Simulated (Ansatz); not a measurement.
Consider the ligand exchange at the Si–O bond: `[NH2][Zn][O][SiH3]` + `CS[SiH2]O` → `CS[SiH2]O[SiH3]` + `[NH2][Zn][OH]`.

Calculated with Ansatz (gas phase, PBE0-D4/def2-TZVP geometries, no zero-point term in ΔE). CCSD(T)/CBS adds triple-zeta CCSD(T) − MP2 to the extrapolated MP2 energy (def2 sets, frozen cores). DFT in def2-TZVPP. B3LYP here is the variant with VWN-RPA as its local correlation; programs differ in this. For Zn outer-core shells are correlated without core-valence functions, which leaves a few kJ/mol of doubt a bond. Scalar relativity is left out up to krypton. Each species was taken in one conformer, which may not be the lowest.

```csv
level,ΔE (kcal/mol),difference from CCSD(T)/CBS
PBE-D4,0.5,-0.6
PBE0-D4,1.2,0.1
B3LYP-D4,0.4,-0.7
ωB97X-V,1.4,0.3
ωB97M-V,1.4,0.3
PBE,1.5,0.4
r2SCAN,1.7,0.6
PBE0,2.2,1.1
B3LYP,2.1,1.0
HF/def2-TZVPP,3.8,2.7
MP2/def2-TZVPP,1.5,0.4
HF/def2-QZVPP,3.6,2.5
MP2/def2-QZVPP,1.1,0.0
SCS-MP2/def2-QZVPP,1.5,0.4
MP2/CBS(def2),0.9,-0.2
CCSD/CBS(def2),1.4,0.3
CCSD(T)/CBS,1.1,0
```

Largest T1 diagnostic among the species: 0.017.

The D4 term adds −1.6 kcal/mol with B3LYP and −1.0 kcal/mol with PBE0; it sums over pairs of atoms, weighted by their polarisabilities, and B3LYP, whose exchange is more repulsive, gets the larger term. In def2-TZVPP, CCSD(T) changes the Hartree–Fock value by −2.0 kcal/mol (the triples alone add −0.3 kcal/mol) and MP2 by −2.3 kcal/mol.
